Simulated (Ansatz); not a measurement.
Stretching the Ga1–H2 bond in GaH (multiplicity 1 held). Energies count from the point at 1.689 Å.


Signs of static correlation in cc-pVTZ, with CASSCF(4,5), from Ansatz (an electronic-structure program) runs.

```csv
R (Å),T1 of restricted CCSD,⟨S²⟩ of UHF,largest double amplitude of restricted CCSD,weight of the CASSCF reference in MRCISD,CASSCF natural occupations
1.351,0.011,0.143,0.091,0.977,1.99 1.88 0.06 0.06 0.01
1.520,0.011,0.036,0.083,0.976,1.98 1.89 0.06 0.06 0.02
1.689,0.012,0.000,0.074,0.976,1.98 1.89 0.05 0.05 0.03
1.858,0.013,0.000,0.075,0.975,1.97 1.89 0.05 0.05 0.04
2.027,0.016,0.000,0.094,0.975,1.96 1.90 0.05 0.05 0.05
2.280,0.022,0.000,0.128,0.974,1.94 1.89 0.08 0.05 0.05
2.534,0.033,0.332,?,0.974,1.93 1.87 0.11 0.04 0.04
2.956,0.060,0.736,0.247,0.974,1.92 1.80 0.20 0.04 0.04
3.378,0.103,0.900,0.362,0.972,1.92 1.67 0.33 0.04 0.04
3.885,0.170,0.975,0.566,0.971,1.93 1.47 0.53 0.04 0.04
4.560,0.257,1.004,?,0.969,1.93 1.24 0.76 0.04 0.04
5.405,0.316,1.011,1.191,0.969,1.93 1.09 0.91 0.04 0.04
6.756,0.336,1.013,1.345,0.969,1.93 1.02 0.98 0.04 0.04
```

What belongs in the gaps?


- 2.534, largest double amplitude of restricted CCSD: 0.167
- 4.560, largest double amplitude of restricted CCSD: 0.895

Doubts at one or more of the structures used: a restricted determinant that unrestricted orbitals would lower (R-CCSD(T)/cc-pVTZ); T1 above 0.05 (R-CCSD(T)/cc-pVTZ, U-CCSD(T)/cc-pVTZ); other coupled-cluster roots lie near (R-CCSD(T)/cc-pVTZ); a spin-contaminated determinant (U-CCSD(T)/cc-pVTZ); the program's own flag: large difference (U-CCSD(T)/cc-pVTZ).
